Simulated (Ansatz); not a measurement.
`F[Si](Cl)(Cl)O[SiH3]` → `[O][Si](F)(Cl)Cl`• + `[SiH3]`•  (homolysis of the O–Si bond)

Program: Ansatz. Geometries: PBE0-D4/def2-TZVP. ΔE: electronic, gas phase. CCSD(T)/CBS adds triple-zeta CCSD(T) − MP2 to the extrapolated MP2 energy (def2 sets, frozen cores). This one scheme is used for every species. DFT in def2-TZVPP. Open shells (•) are unrestricted, without spin–orbit coupling. One conformer a species, not always the lowest.

CCSD(T)/CBS gives +584.0 kJ/mol.

(1) Another level gave +542.9 kJ/mol. Which?
A. RPA@PBE/def2-TZVPP
B. LC-ωPBE/def2-TZVPP
C. PBE-QIDH/def2-TZVPP
D. revPBE/def2-TZVPP

Largest T1 diagnostic among the species: 0.015.

Answers

(1) A. RPA@PBE/def2-TZVPP 542.9, PBE-QIDH 568.4, revPBE 498.7, LC-ωPBE 552.5 kJ/mol.

From BLYP to BHLYP (50 % exact exchange), in def2-TZVPP and without D4, ΔE moves by +28.0 kJ/mol. At CCSD(T), def2-SVP lies −48.1 kJ/mol from the extrapolated value and def2-TZVPP −18.9 kJ/mol: correlation converges slowly with the basis, and small sets miss more of it in the bonded molecule than in its fragments.

CCSD(T)/CBS has its own doubt, a few kJ/mol and more with outer-core shells, so smaller differences from it don't rank the levels.
